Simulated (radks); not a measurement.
The nuclear charge of neutral neodymium is varied continuously with 60 electrons held in [Xe] 4f4 6s2. All-electron calculation, Dirac Kohn-Sham, PBE, spin-unpolarised, spherical densities, finite nucleus; open shells fill j = l - 1/2 first; Fermi nuclear charge, rms radius 4.9123 fm. Program: a radial shooting solver on a logarithmic mesh with Libxc functionals. By the Hellmann-Feynman theorem dE/dZ = E(electron-nucleus)/Z, the electronic potential at the nucleus (averaged over a nucleus of fixed radius).

Z,E (hartree),E(electron-nucleus)/Z (hartree),HOMO,e(HOMO) (eV),<r> HOMO (bohr)
60,-9629.3831,-392.125,4f5/2,-1.840,1.124
60.25,-9727.7123,-394.508,6s1/2,-4.903,4.211
60.5,-9826.6365,-396.886,6s1/2,-6.434,4.013
60.75,-9926.1551,-399.262,6s1/2,-8.074,3.841
61,-10026.2677,-401.639,6s1/2,-9.814,3.691

 No converged solution with all levels bound was reached at Z = 59.75.
